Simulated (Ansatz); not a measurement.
Ansatz results at the PBE0-D4/def2-TZVP geometry: HOMO energy (PBE/def2-TZVPP) -6.95 eV; HOMO–LUMO gap (PBE0/def2-TZVPP) 6.96 eV; HOMO energy (B3LYP/def2-TZVPP) -8.04 eV.

Each molecule was computed in one conformer, which needn't be the lowest.

(1) Which molecule gave them?
A. `[CH3][Hf]([Cl])([Br])[O][SiH3]`
B. `[SH][Hf]([SH])([SH])[Cl]`
C. `[F][Hf]([F])([Br])[Br]`
D. `[NH2][Hf]([NH2])([F])[Cl]`

## Answers

(1) A. The others give `[SH][Hf]([SH])([SH])[Cl]`: -6.79, 5.94, -7.72; `[NH2][Hf]([NH2])([F])[Cl]`: -6.25, 7.26, -7.41; `[F][Hf]([F])([Br])[Br]`: -7.78, 7.19, -8.79.

B3LYP here is the variant with VWN-RPA as its local correlation; programs differ in this.
